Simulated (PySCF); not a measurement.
All values below come from PySCF with CAM-B3LYP-D3(BJ)/def2-TZVP. Isolated molecules, 0 K electronic values unless said otherwise. One relaxed conformer stands for a flexible species; it need not be the lowest. Delta-SCF ions had no search for a lower state. Excitations are Tamm–Dancoff values on a coarser integration grid. The basis has no diffuse functions, so Rydberg states are missing or too high.

Reference species (SMILES): `[F][Ga]([F])[F]` (neutral, multiplicity 1).

```
Item                                       Value
--------------------------------------  --------
vertical ionisation energy (Delta-SCF)  14.85 eV
LUMO                                    -1.44 eV
T1 excitation (TDA)                      7.30 eV
```

Changed species: `[F][Ga]([F])[SH]` (F–Ga–S–H torsion 0°) (1 of 3 F replaced by SH; the reference has 0 of 3 F replaced by SH).

Q: Give the shifts of the vertical ionisation energy (Delta-SCF), LUMO and T1 excitation (TDA).

A: the vertical ionisation energy (Delta-SCF) drops by 3.74 eV, to 11.11 eV; the LUMO rises by 0.73 eV, to -0.71 eV; the T1 excitation (TDA) falls by 2.21 eV, to 5.09 eV.
